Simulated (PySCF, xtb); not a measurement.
TeCl₃, SMILES Cl[Te+](Cl)Cl, charge +1.

xtb with GFN2-xTB at its own geometry gives an orbital gap of 4.53 eV.

The structure is a stationary point at B3LYP-D3(BJ)/def2-SVP. The spin state was assumed, not searched. The isomer is the one that the SMILES or the coordinates give; other isomers of the formula were not compared. The def2 effective core potentials stand for the cores of Te; spin–orbit coupling is left out.

Problem. What does PBE/def2-TZVPD (PySCF) give? (An estimate is asked for; the answer gives what the named calculation found.)

Solution. gap 4.04 eV (levels -13.52 and -9.48 eV).
